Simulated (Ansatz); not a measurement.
Job for Ansatz (a first-principles code): R-r2SCAN/def2-TZVPP on silylphosphine (SMILES [SiH3]P), a point of a torsion scan.

Ansatz 0.2 input:
```yaml
crystal:
  periodic: [false, false, false]
  atoms:
    - {symbol: Si, position_ang: [-0.83423162, 0.04428942, -0.03850607]}
    - {symbol: P, position_ang: [1.38986295, -0.24154818, -0.03507225]}
    - {symbol: H, position_ang: [-1.48661871, -0.88133124, -0.96582109]}
    - {symbol: H, position_ang: [-1.16496065, 1.41717459, -0.42091847]}
    - {symbol: H, position_ang: [-1.28787196, -0.22192712, 1.32566818]}
    - {symbol: H, position_ang: [1.67260076, 0.82559021, -0.86713583]}
    - {symbol: H, position_ang: [1.42483177, -1.13987838, -1.08495694]}
basis:
  gaussian:
    orbitals: def2-TZVPP
hamiltonian:
  xc: {name: r2SCAN}
scf: {lower_state_search: off}
```

Program output:

```
WARN ansatz: RAYON_NUM_THREADS=1 ignored (pool sized by the plan → 1); use --threads N
Functional definition: r2SCAN
these checks for a lower state are left out or cut short: stability, starts, cluster_reference, orbital_swaps, neighbouring_geometries, increment
integrals: 0.06 GiB planned
870 factors; their error is unknown
mean field: 0.48 GiB planned
mean field evaluation 1: about -17245.5909 eV, gradient 1.8e1 eV
mean field evaluation 2: about -17246.1648 eV, gradient 1.3e1 eV
mean field evaluation 4: about -17246.6158 eV, gradient 7.2e-1 eV
mean field evaluation 8: about -17246.5862 eV, gradient 2.1e-1 eV
mean field evaluation 16: about -17246.5863 eV, gradient 6.6e-6 eV
mean field -17246.58626128 eV, -633.8003549461 hartree, gradient 6.7e-6 eV, S^2 0.000000; 0 other end points of the search recorded, 0 dependent functions left out
reference -17246.58627290 eV, -633.8003553732 hartree; 17, 17 occupied and 137, 137 virtual orbitals, 870 factors
Total energy: -17246.58627290 eV, -633.8003553732 hartree
Checks for a lower state left out: stability, starts, cluster_reference, orbital_swaps, neighbouring_geometries, increment
```

Self-consistency was reached.

Cost: about 2.4 core-seconds (a rough figure).
